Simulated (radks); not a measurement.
The numbers below are computed, except where a source is named.
Zr2+, 38 electrons, occupied as [Kr] 4d1 6f1 (not the ground configuration).

Level of theory: scalar-relativistic Kohn-Sham, PBEsol, spin-unpolarised, spherical densities, point nucleus (a radial shooting solver on a logarithmic mesh with Libxc functionals).

Energy parts (hartree):
part                       energy
total                 -3595.05705
kinetic                3696.30129
electron-nucleus      -8624.88209
Hartree                1444.67600
exchange-correlation   -111.15224

Orbitals (lengths in bohr, moments of r in powers of bohr):
| orbital | occ. | eigenvalue (hartree) | <1/r> | <r> |
|---|---|---|---|---|
| 1s | 2 | -655.5556 | 41.24 | 0.03708 |
| 2s | 2 | -91.63813 | 9.245 | 0.1627 |
| 2p | 6 | -81.83653 | 9.010 | 0.1418 |
| 3s | 2 | -15.77729 | 3.138 | 0.4587 |
| 3p | 6 | -12.58495 | 2.980 | 0.4623 |
| 3d | 10 | -7.34197 | 2.740 | 0.4524 |
| 4s | 2 | -2.89711 | 1.126 | 1.202 |
| 4p | 6 | -2.07573 | 0.9949 | 1.341 |
| 4d | 1 | -0.93919 | 0.7121 | 1.836 |
| 6f | 1 | -0.11970 | 0.1021 | 14.17 |

The highest occupied level is 6f at -3.257 eV. The density falls to 0.001 e/bohr^3 at r = 3.33 bohr.
